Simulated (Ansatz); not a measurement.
Reaction (ligand exchange at the Si–C bond): `C[Si](O)(F)Cl` + `C=N` → `C=N[Si](O)(F)Cl` + CH₄

Isolated molecules relaxed with PBE0-D4/def2-TZVP in Ansatz; ΔE leaves out vibrations. CCSD(T)/CBS is the MP2 limit (def2-TZVPP, def2-QZVPP) plus CCSD(T) − MP2 in def2-TZVPP, frozen cores. This one scheme is used for every species. Functionals use def2-TZVPP. One conformer a species, not always the lowest.

Task: Is it downhill or uphill in electronic energy at CCSD(T)/CBS, and by how much? (An estimate is asked.)

Result: Computed: Downhill: ΔE = -0.41 eV.

Task: What do these levels give: BLYP-D4, r2SCAN-D4, B97M-V, PBE0-D4, r2SCANh-D4, BHLYP-D4, ωB97X-V, BLYP, BHLYP, LC-ωPBE, RPA@PBE/def2-TZVPP, SCS-MP2/def2-TZVPP? (An estimate is asked.)

Result: Ansatz gave: BLYP-D4 -0.45, r2SCAN-D4 -0.44, B97M-V -0.45, PBE0-D4 -0.39, r2SCANh-D4 -0.44, BHLYP-D4 -0.49, ωB97X-V -0.40, BLYP -0.42, BHLYP -0.46, LC-ωPBE -0.37, RPA@PBE/def2-TZVPP -0.39, SCS-MP2/def2-TZVPP -0.44 eV.

Largest T1 diagnostic among the species: 0.012.

In def2-TZVPP, CCSD(T) changes the Hartree–Fock value by +0.10 eV (the triples alone add +0.00 eV) and MP2 by +0.06 eV. From BLYP to BHLYP (50 % exact exchange), in def2-TZVPP and without D4, ΔE moves by −0.04 eV. At CCSD(T), def2-SVP lies +0.03 eV from the extrapolated value and def2-TZVPP +0.01 eV.
